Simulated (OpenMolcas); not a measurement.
# Levels of As I by method

```json
{"Program": "OpenMolcas", "Basis": "ANO-RCC-VTZP [6s5p3d1f]", "Scalar Hamiltonian": "DKH2, point nucleus", "Active space": "5 electrons in 9 orbitals (RAS2 4s 4p; RAS3 4d, at most 2 electrons)", "State averaging": "2S+1 = 4 odd, 1 root; 2S+1 = 2 odd, 8 roots; 2S+1 = 4 even, 3 roots; 2S+1 = 2 even, 5 roots (0 in the spin-orbit step)", "Spin-orbit coupling": "state interaction with AMFI integrals over the reference wave functions, term energies averaged over their components"}
```

Methods on the same reference wave functions:
A. RASSCF
B. SS-RASPT2, IPEA 0.25 Eh, imaginary shift 0.1 Eh (closed shells correlated: 3d)
C. XMS-RASPT2, IPEA 0.25 Eh, imaginary shift 0.1 Eh (closed shells correlated: 3d)

Energies in eV above 4s2 4p3 4S* 3/2, the measured ground level; measured values from NIST Handbook of Basic Atomic Spectroscopic Data.

| Level | A | B | C | Measured |
| --- | --- | --- | --- | --- |
| 4s2 4p3 4S* 3/2 | 0.0000 | 0.0000 | 0.0000 | 0.0000 |
| 4s2 4p3 2D* 3/2 | 1.7233 | 1.424 | 1.419 | 1.3133 |
| 4s2 4p3 2D* 5/2 | 1.7500 | 1.451 | 1.446 | 1.3533 |
| 4s2 4p3 2P* 1/2 | 2.7318 | 2.404 | 2.403 | 2.2548 |
| 4s2 4p3 2P* 3/2 | 2.7635 | 2.438 | 2.437 | 2.3120 |
| 4s 4p4 4P 5/2 | 8.0781 | 8.082 | 8.055 |  |

Deviations, from unrounded energies. A percentage is the sum of absolute deviations over the sum of measured energies, with the sign that they share, or ± where signs differ.

```json
{"Against measurement": "mean absolute deviation (cm-1)", "Levels": "4", "A": "3500", "B": "970", "C": "950"}
{"Against measurement": "other terms of the ground configuration (%)", "Levels": "4", "A": "+24.0", "B": "+6.7", "C": "+6.5"}
```

B, C lie about equally close to measurement and A furthest from it. The largest miss of C in the table is 4s2 4p3 2P* 1/2, by +1200 cm-1. The ranking rests on the paired levels alone, and a cruder setting can come out closer through cancelling errors.

Between B and C the level of the table that moves most is 4s 4p4 4P 5/2, by 220 cm-1 (lowest in C, highest in B). Moves below CASPT2's spread within the term are not significant.

The mean deviations of B to C differ by less than CASPT2's widest spread within a term (37 cm-1), so their order carries little weight.

From A to B the spin-free energies of the other terms of 4s2 4p3 shown, above 4S*, scale by factors of 0.83 to 0.88.

The lowest spin-free term lies below A's lowest term by 0.079 hartree in B, 0.079 hartree in C.

Term energies are means over components that CASPT2 splits; among the terms shown or strongly mixed into the levels shown the widest spread is 37 cm-1 (4s2 4p3 2D*, C). Some high roots are left out of the spin-orbit mixing, which shifts the levels that they would mix with. Active for correlation alone: 4d; no level in the range computed is led by a configuration that fills it, so any true level of that kind is missing. Some terms mix strongly with configurations of 4d, whose occupation reaches 0.23 (4s 4p4 4P). Without dynamic correlation excited terms often stand tens of per cent too high (terms of higher spin than the ground term too low), and those without a measured partner can miss by more than the paired ones (holds for A). Measured partners are found by configuration, term and J. A level has none where our copy of the source lacks it or the pairing is in doubt (some pairs that miss far off the trend of their configuration count as doubtful), and it then counts in no deviation. Only configurations of the active space appear. Levels that lie high or do not pair safely by name in every column are left out.

* marks odd parity.
